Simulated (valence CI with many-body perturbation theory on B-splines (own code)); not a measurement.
**Te XXII: fill in the table**

Method: configuration interaction combined with many-body perturbation theory (CI+MBPT): three valence electrons over a frozen Dirac-Fock core [Ar] 3d10, a basis of 11 s, 11 p, 10 d, 8 f, 5 g, 2 h functions for each j, with the one-electron correlation potential Σ1, the two-electron term Σ2, the three-electron term Σ3, Breit, model QED; selected CI, second order for the rest, scaled by the run's own slope (own B-spline code, finite nucleus).

No measured spectrum was set against this ion. As an estimate, levels hold to about 250 cm⁻¹ or 0.2 % of their energy and the worst to 1 %, as in measured heavy ions of charge 2 to 7; those with d or f electrons hold less well.

| Level | E (cm⁻¹) |
| --- | --- |
| 4s²4p ²P°_1/2 | 0 |
| 4s²4p ²P°_3/2 | ? |
| 4s4p² ⁴P_1/2 | 363540 |
| 4s4p² ⁴P_3/2 | 434640 |
| 4s4p² ⁴P_5/2 | 465800 |
| 4s4p² ²D_3/2 | 520380 |
| 4s4p² ²P_1/2 | ? |
| 4s4p² ²D_5/2 | 575180 |
| 4s4p² ²S_1/2 | 664590 |
| 4s4p² ²P_3/2 | ? |
| 4s²4d ²D_3/2 | 794990 |
| 4s²4d ²D_5/2 | 814730 |
| 4p³ ²P°_3/2 [a] | 911890 |
| 4p³ ⁴S°_3/2 | ? |
| 4p³ ²D°_5/2 | ? |
| 4p³ ²P°_1/2 | ? |
| 4s4p4d ⁴F°_3/2 | 1077000 |
| 4s4p4d ⁴F°_5/2 | 1097400 |
| 4p³ ²P°_3/2 [b] | 1132000 |
| 4s4p4d ⁴F°_7/2 | 1132200 |

Names give the largest LS component (configuration and term), which can be under half, so a name can repeat, a term be missing and a line seem to break the LS rules; names also repeat where a configuration has a term twice. Letters in brackets count levels of one name in rising energy.

Q: The levels stand in rising order. What does the calculation give for the missing energies?

A: 4s²4p ²P°_3/2 111810; 4s4p² ²P_1/2 552940; 4s4p² ²P_3/2 672520; 4p³ ⁴S°_3/2 993640; 4p³ ²D°_5/2 999240; 4p³ ²P°_1/2 1054600.
